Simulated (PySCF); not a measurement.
Members of one series of related molecules.

All values: wB97X-D/def2-SVPD (PySCF) at PBE0-D3(BJ)/def2-SVP geometries, gas phase, one conformer each. Core orbitals are frozen in the response; Δα² is half the sum of the squared differences of the principal polarisabilities.

Task: Rank by HOMO–LUMO gap, highest first.
A. `O=CN[SiH2][SiH3]`
B. `FC(F)(F)CN[SiH2][SiH3]`
C. `CN[SiH2][SiH3]`
D. `CB(C)N[SiH2][SiH3]`

Result: A (11.30 eV), D (10.86 eV), B (10.70 eV), C (10.27 eV).

Task: Rank by vertical ionisation energy (ΔSCF), lowest first.
A. `CB(C)N[SiH2][SiH3]`
B. `CN[SiH2][SiH3]`
C. `O=CN[SiH2][SiH3]`

Result: B (8.80 eV), A (9.43 eV), C (9.91 eV).

Task: Rank by mean static polarisability, lowest first.
A. `FC(F)(F)CN[SiH2][SiH3]`
B. `CB(C)N[SiH2][SiH3]`
C. `O=CN[SiH2][SiH3]`

Result: C (11.99 Å³), A (13.84 Å³), B (15.61 Å³).

All values together:

```csv
SMILES,formula,μ (D),HOMO (eV),LUMO (eV),α (Å³),Δα (Å³),electrons,α per electron (Å³),ΔSCF removal energy (eV)
FC(F)(F)CN[SiH2][SiH3],C2H8F3NSi2,1.70,-9.21,1.49,13.84,4.49,82,0.169,9.33
CN[SiH2][SiH3],CH9NSi2,1.41,-8.60,1.67,11.92,2.46,50,0.238,8.80
O=CN[SiH2][SiH3],CH7NOSi2,3.39,-9.68,1.62,11.99,3.64,56,0.214,9.91
CB(C)N[SiH2][SiH3],C2H12BNSi2,0.72,-9.36,1.50,15.61,3.74,64,0.244,9.43
```

Conformers: `[F:1][C:2]([F:3])([F:4])[CH2:5][NH:6][SiH2:7][SiH3:8]` with C2–C5–N6–Si7 -85°, C5–N6–Si7–Si8 -156°; `[CH3:1][NH:2][SiH2:3][SiH3:4]` with C1–N2–Si3–Si4 -53°; `[O:1]=[CH:2][NH:3][SiH2:4][SiH3:5]` with O1–C2–N3–Si4 0°, C2–N3–Si4–Si5 0°; `[CH3:1][B:2]([CH3:3])[NH:4][SiH2:5][SiH3:6]` with B2–N4–Si5–Si6 68°.
